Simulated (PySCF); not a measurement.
SMILES C(c1ccsc1)c1ccco1 (GFN2-xTB optimised geometry):

```
19

C      1.361    -2.788     3.521
C      0.301    -3.375     2.905
O      0.226    -2.986     1.620
C      1.251    -2.138     1.396
C      1.376    -1.508     0.047
C      0.554    -0.252     0.000
C     -0.867    -0.252     0.000
C     -1.392     0.997    -0.006
S     -0.172     2.210    -0.010
C      1.060     1.009     0.000
C      1.980    -1.977     2.537
H      1.667    -2.912     4.539
H     -0.444    -4.061     3.254
H      1.012    -2.210    -0.707
H      2.423    -1.276    -0.150
H     -1.455    -1.152     0.007
H     -2.423     1.289    -0.010
H      2.088     1.311     0.002
H      2.850    -1.364     2.661
```

Method: PBE/def2-SVP (PySCF 2.14.0).

Q: What are the frontier orbital energies and the dipole moment?

A: HOMO-2 -6.01 eV, HOMO-1 -5.72 eV, HOMO -5.19 eV, LUMO -1.07 eV, LUMO+1 -0.41 eV; dipole moment 0.44 D.

Meta-Löwdin charges at PBE/def2-SVP: C1 -0.17, C2 0.02, O3 -0.21, C4 0.16, C5 -0.20, C6 0.00, C7 -0.15, C8 -0.24, S9 0.26, C10 -0.26, C11 -0.18, H12 0.12, H13 0.12, H14 0.12, H15 0.12, H16 0.12, H17 0.13, H18 0.12, H19 0.12.
